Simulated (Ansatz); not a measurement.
This geometry of AsH$_{7}$SSi$_{2}$ (11 atoms, charge 0, multiplicity 1) is a first-order saddle point.

Level of theory: Ansatz, RKS PBE0-D4/def2-SVP.

```xyz
11
Properties=species:S:1:pos:R:3
Si -1.227 1.322 -0.290
Si -0.122 -0.573 0.525
S 1.257 0.153 2.019
As 0.932 -1.743 -1.280
H -2.144 0.900 -1.394
H -2.019 2.008 0.776
H -0.208 2.266 -0.842
H -1.092 -1.516 1.165
H 1.647 -1.071 2.443
H 2.302 -1.227 -0.858
H 0.739 -0.575 -2.244
```

Question: Which two structures does it join? (They come from a converged band through this point; their orientation in space is the band's.)

Answer: No bond is made or broken. The dihedral Si1–Si2–As4–H11 goes from -53 to 76°.

First end point:

```xyz
11
Properties=species:S:1:pos:R:3
Si -1.109 1.341 -0.281
Si -0.058 -0.569 0.572
S 1.108 0.100 2.259
As 1.385 -1.586 -1.020
H -1.948 0.940 -1.453
H -1.976 2.007 0.738
H -0.057 2.300 -0.739
H -1.064 -1.598 0.986
H 1.627 -1.115 2.546
H 1.874 -0.227 -1.512
H 0.283 -1.650 -2.076
```

Last end point:

```xyz
11
Properties=species:S:1:pos:R:3
Si -1.361 1.422 -0.252
Si -0.161 -0.487 0.384
S 1.211 0.190 1.906
As 0.851 -1.431 -1.548
H -2.415 1.033 -1.238
H -2.004 2.064 0.935
H -0.427 2.396 -0.895
H -1.091 -1.528 0.927
H 1.818 -1.006 2.076
H 1.720 -2.365 -0.709
H 1.924 -0.346 -1.566
```

Question: How far does it lie above each of them?

Answer: 1.5 kcal/mol above the first and 1.4 kcal/mol above the second. This is the barrier of this one path; another mechanism may lie lower.

Run time: 8.9 min on 2 threads of Arm Neoverse V1, with other jobs on the host, peak memory 0.34 GiB.
